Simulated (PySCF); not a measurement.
PySCF 2.14 output of a UHF calculation on a single atom or ion in x2c-TZVPPall (6s5p4d2f1g, 64 functions), with scalar relativity by spin-free X2C-1e:

```
SCF conv_tol = 1e-09
number electrons alpha = 14  beta = 11
cycle= 1 E= -1517.03706309604  delta_E= -0.00846  |g|= 0.0379  |ddm|= 0.0331
cycle= 2 E= -1517.03722616364  delta_E= -0.000163  |g|= 0.00569  |ddm|= 0.00519
cycle= 3 E= -1517.03723069679  delta_E= -4.53e-06  |g|= 0.000759  |ddm|= 0.00129
cycle= 4 E= -1517.03723081967  delta_E= -1.23e-07  |g|= 0.00028  |ddm|= 0.000275
cycle= 5 E= -1517.03723084743  delta_E= -2.78e-08  |g|= 4.59e-05  |ddm|= 0.000144
cycle= 6 E= -1517.03723084819  delta_E= -7.59e-10  |g|= 4.73e-06  |ddm|= 2.83e-05
converged SCF energy = -1517.03723084819  <S^2> = 3.7530016  2S+1 = 4.0015005
```

The run itself started from symmetry-adapted Hartree-Fock orbitals and held the occupation by maximum overlap, so the iterations belong to that start.

Which element, charge and spin multiplicity is this?

Ni³⁺ (nickel, charge +3), multiplicity 4; the state was [Ar] 3d7, high-spin 4F determinant.
